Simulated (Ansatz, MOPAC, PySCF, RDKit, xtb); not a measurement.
Pair of molecules: C2H4 (SMILES C=C) (first 6 atoms) with CH4O (SMILES CO); geometry from B3LYP-D3(BJ)/def2-TZVP, rigid monomers moved along the line of their centres of mass till C1···H12 is 2.23 Å.
(charge 0, multiplicity 1):
```xyz
12

C      0.7019     0.2081     0.0238
C     -0.6063     0.0269    -0.1008
H      1.1658     1.1668    -0.1740
H      1.3615    -0.5962     0.3268
H     -1.0691    -0.9328     0.0955
H     -1.2663     0.8298    -0.4059
C     -0.1836    -0.5943     3.4510
O     -0.3157     0.7262     2.9541
H     -0.9596    -1.2639     3.0612
H     -0.2902    -0.5431     4.5341
H      0.7978    -1.0273     3.2230
H     -0.2234     0.6968     1.9935
```

```json
[
 {"level": "MMFF94", "interaction energy (meV)": "93.3", "cost": "-"},
 {"level": "UFF", "interaction energy (meV)": "562.5", "cost": "-"},
 {"level": "GFN-FF", "interaction energy (meV)": "-87.2", "cost": "-"},
 {"level": "AM1", "interaction energy (meV)": "23.7", "cost": "-"},
 {"level": "PM6", "interaction energy (meV)": "2.3", "cost": "-"},
 {"level": "GFN1-xTB", "interaction energy (meV)": "-103.3", "cost": "-"},
 {"level": "PBE-D3(BJ)/def2-TZVPPD", "interaction energy (meV)": "-131.8", "cost": "×1"},
 {"level": "PBE-D4/def2-TZVPPD", "interaction energy (meV)": "-128.5", "cost": "×1"},
 {"level": "BP86/6-31G* (no counterpoise)", "interaction energy (meV)": "-78.1", "cost": "-"},
 {"level": "r2SCAN-D3(BJ)/def2-TZVPPD", "interaction energy (meV)": "-120.4", "cost": "×2"},
 {"level": "B3LYP/3-21G (no counterpoise)", "interaction energy (meV)": "-144.5", "cost": "-"},
 {"level": "B3LYP/6-31G*", "interaction energy (meV)": "-12.5", "cost": "-"},
 {"level": "B3LYP-D4/def2-TZVPPD", "interaction energy (meV)": "-100.4", "cost": "×1"},
 {"level": "M06-2X/6-31G* (no counterpoise)", "interaction energy (meV)": "-157.2", "cost": "-"},
 {"level": "wB97M-V/def2-TZVPPD", "interaction energy (meV)": "-95.8", "cost": "×3"},
 {"level": "MP2/6-31G*", "interaction energy (meV)": "-5.9", "cost": "-"},
 {"level": "MP2/6-31G* (no counterpoise)", "interaction energy (meV)": "-118.7", "cost": "-"},
 {"level": "MP2/aug-cc-pVDZ", "interaction energy (meV)": "-69.7", "cost": "-"},
 {"level": "SCS-MP2/aug-cc-pVDZ", "interaction energy (meV)": "-28.8", "cost": "-"},
 {"level": "CCSD(T)/aug-cc-pVDZ", "interaction energy (meV)": "-51.5", "cost": "×10"}
]
```

The rows run from -157.2 (M06-2X/6-31G* (no counterpoise)) to 562.5 meV (UFF).

Counterpoise-corrected where a basis set is named; no monomer relaxation. Rows marked so take none. RDKit's UFF carries no charges.

Correlated levels freeze the cores. Rows in 3-21G, 6-31G* carry no dispersion term and start afresh at each structure (6-31G* with six Cartesian d functions). MP2/6-31G* freezes PySCF's default core. The state that AM1, PM6 reach isn't checked.

Programs: Ansatz (Gaussian basis) for Hartree–Fock, density functionals and correlated methods; MOPAC for AM1, PM6 (differences of heats of formation); PySCF for 3-21G rows, 6-31G* rows, the dispersion terms; RDKit for the force fields; xtb for the GFN methods. 

Costs are rough ratios of core time to PBE/def2-TZVPPD (about 6 s over the structures, on one shared machine); a dash marks a level with no comparable run of its own.

Ansatz is a quantum-chemistry and plane-wave program.
